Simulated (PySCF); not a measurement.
# One molecule, several mistakes: CFH3OSi

All numbers below are calculated, not measured. They come from PySCF 2.14.0, an open-source quantum chemistry program, on an isolated molecule that a program drew, which may never have been made. The molecule is CFH3OSi (charge 0, singlet), drawn as the SMILES string `C=[Si](O)F`.

Each row is a Hartree-Fock (HF) and frozen-core CCSD(T) single point in the cc-pV(D+d)Z basis, meant for a local HF minimum. Run 1 is clean. Each other run has one planted mistake out of seven kinds, and not every kind appears here: one electron removed, one electron added, multiplicity raised by two, geometry at a saddle point, minimal basis STO-3G, one bond length entered in bohr, all coordinates scaled. The reference is restricted for singlets and unrestricted otherwise, and also for a bond in bohr. Adding or removing an electron swaps singlet and doublet. Electrons count all cores. HOMO and LUMO are orbital energies over both spins, the gradient is its largest component, and the lowest frequency (negative if imaginary) is given only where the gradient is small. Bond lengths are over the 6 bonds as drawn. T1 is the CCSD diagnostic: over 0.02 (restricted) or 0.045 (unrestricted) a single reference is doubtful.

Geometry of the clean run:
```xyz
7
CFH3OSi, angstrom
C    -0.8056    1.7007    1.1457
Si   -0.9042    0.0352    1.1852
O    -0.1447   -1.0321    2.1282
F    -1.8290   -0.8362    0.2318
H    -1.3885    2.2819    0.4433
H    -0.1574    2.2461    1.8199
H     0.4652   -0.7186    2.7806
```

| run | electrons | basis functions | <S^2> | HOMO (eV) | LUMO (eV) | gradient (hartree/bohr) | lowest frequency (cm^-1) | mean bond (Å) | longest bond (Å) | T1 | HF (hartree) | CCSD(T) (hartree) | mistake |
|---|---|---|---|---|---|---|---|---|---|---|---|---|---|
| 1 | 40 | 80 | 0.000 | -8.67 | 3.47 | 1.2e-05 | 265 | 1.3304 | 1.669 | 0.0129 | -502.90296 | -503.54215 | no fault |
| 2 | 40 | 80 | 2.011 | -4.72 | 0.75 | 1.2e-01 | - | 1.3304 | 1.669 | 0.0831 | -502.77515 | -503.38708 | multiplicity raised by two |
| 3 | 41 | 80 | 0.844 | 2.34 | 9.45 | 3.7e-02 | - | 1.3304 | 1.669 | 0.0265 | -502.79429 | -503.45403 | one electron added |
| 4 | 40 | 27 | 0.000 | -5.51 | 8.35 | 5.7e-02 | - | 1.3304 | 1.669 | 0.0167 | -496.55725 | -496.75186 | minimal basis STO-3G |
| 5 | 40 | 80 | 1.063 | -9.16 | 2.36 | 3.2e-02 | - | 1.5779 | 3.154 | 0.0364 | -502.78900 | -503.40230 | ? |
| 6 | 40 | 80 | 0.000 | -8.72 | 3.74 | 3.4e-02 | - | 1.2919 | 1.620 | 0.0120 | -502.89513 | -503.52743 | ? |

**Which mistake was planted in run 5, and what did it cost?**

The mean bond changes by a factor of 1.186 and the longest by 1.890, so the molecule wasn't scaled as a whole. A length L in bohr read as angstrom grows by (1/0.5292 - 1) L = 0.890 L. The 6 bonds together grew by 6 x 0.2475 = 1.485 Å, which gives L = 1.669 Å. That is bond C1-Si2, 1.669 Å in the clean geometry. So the mistake is: one bond length entered in bohr. Subtracting run 1 and multiplying by 627.51 kcal/mol a hartree, the energy moved by 71.5 kcal/mol in HF and 87.8 kcal/mol in CCSD(T).

**Which mistake was planted in run 6, and what did it cost?**

The mean and the longest bond both change by the same factor, 0.971, and the gradient is no longer small. So the mistake is: all coordinates scaled. Subtracting run 1 and multiplying by 627.51 kcal/mol a hartree, the energy moved by 4.9 kcal/mol in HF and 9.2 kcal/mol in CCSD(T).

Cautions from the logs. Run 2: T1 is over the limit, so its CCSD(T) energy is less reliable; run 3: the HOMO is above zero, so the electron isn't bound and the energy depends on the basis.
